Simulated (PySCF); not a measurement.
Gas-phase equilibrium of 1 mol SnCl4, 0.77 mol H2O at 800 K and 0.100 bar, among 27 species (ClO, SnCl4, O2, HCl, O, SnH2, HO2, SnO, SnHCl3, SnCl3, H2O, H, HOCl, H2O2, O3, H2, SnH4, SnCl2, SnH2Cl2, Cl, Cl2, SnO2, SnH3Cl, Sn2O2, SnHCl, Sn(OH)2, OH). Only gases are allowed; each row takes one source of thermochemistry for all species, and Cantera finds the minimum.

Method: PySCF energies (xtb for GFN2) plus ideal-gas RRHO corrections (1 bar). † marks an energy on the PBE0/def2-TZVP geometry and frequencies; other levels use their own. Open shells (unrestricted) among the columns below: O2 (multiplicity 3); the rest are closed-shell singlets. GFN2 has no spin-polarisation term. Sn: scalar-relativistic def2 core potential, no spin-orbit coupling. The harmonic model lacks anharmonicity and excited electronic states, which grow with temperature; levels with a mode under 35 cm⁻¹ are left out. Soft modes under 120 cm⁻¹ make the harmonic entropy rough for SnCl4, SnCl2.

Molecules larger than those listed are left out. Also missing: (SnO)n, which can matter at low temperature or high pressure.

With GFN2-xTB thermochemistry: SnCl4 1.3e-5, H2O 0.28, SnCl2 0.36, Cl2 0.36, HCl 0.0016, O2 <1e-12.

**Question.** How far does the composition move with the other sources (PBE/def2-TZVP†, PBE0/def2-QZVP†, PBE0/def2-SVP†, ωB97M-V/def2-TZVP†, ωB97X-V/def2-TZVP†)?

**Answer.** 
```
thermochemistry     x SnCl4  x H2O  x SnCl2   x Cl2   x HCl    x O2
------------------  -------  -----  -------  ------  ------  ------
GFN2-xTB             1.3e-5   0.28     0.36    0.36  0.0016  <1e-12
PBE/def2-TZVP†         0.54   0.41    0.015  7.4e-6   0.030  0.0076
PBE0/def2-QZVP†        0.56   0.43   0.0036  4.5e-7  0.0071  0.0018
PBE0/def2-SVP†         0.55   0.42    0.010  1.3e-8   0.020  0.0051
ωB97M-V/def2-TZVP†     0.56   0.43   0.0021  1.1e-7  0.0041  0.0010
ωB97X-V/def2-TZVP†     0.56   0.43   0.0022  1.8e-8  0.0045  0.0011
```
The most sensitive of these is O2: it spans a factor of 10^9.9 over these rows; at this temperature one factor of ten is RT ln 10 = 15 kJ/mol.
